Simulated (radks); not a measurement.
Question: The mean radii <r> (bohr) of the occupied orbitals of an atom or ion are listed with their occupations. All-electron calculation, Dirac Kohn-Sham, PBE, spin-unpolarised, spherical densities, finite nucleus; Fermi nuclear charge, rms radius of each element as measured or else 0.836 A^(1/3) + 0.57 fm. Program: a radial shooting solver on a logarithmic mesh with Libxc functionals.

orbital  occ.      <r>
1s1/2       2  0.02665
2s1/2       2   0.1140
2p1/2       2  0.09602
2p3/2       4   0.1018
3s1/2       2   0.3017
3p1/2       2   0.2911
3p3/2       4   0.3021
3d3/2       4   0.2713
3d5/2       6   0.2747
4s1/2       2   0.6303

Name the element and its charge. Open shells, if any, fill j = l - 1/2 first.

Answer: Z = 54, xenon, charge +24: Xe24+ in [Ar] 3d10 4s2. The 1s radius gives Z: for a bare nucleus <r> = (2 gamma + 1)/(2Z) with gamma = sqrt(1 - (Z/c)^2), 0.02628 bohr for Z = 54, and screening makes it slightly larger (0.02665 here). The occupations add up to 30, and the charge is Z minus that.
